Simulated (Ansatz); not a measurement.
Species: H$_{2}$AlS$_{2}$, SMILES `[SH][Al][SH]` (H–S–Al–S torsion -180°, S–Al–S–H torsion 0°) (charge 0, multiplicity 2).

Question: Give a relaxed geometry from Ansatz (an electronic-structure program) with CAM-B3LYP-D3(BJ)/def2-TZVP.

Answer: One answer among several that fit: the end point of this relaxation, one of several conformers (outside a Z-matrix the atoms follow the SMILES, hydrogens last).
Z-matrix (Å, degrees):
```
Al
S 1 2.1963
H 2 1.3429 1 93.95
S 1 2.1973 2 116.32 3 0.16
H 4 1.3401 1 94.61 2 -179.96
```
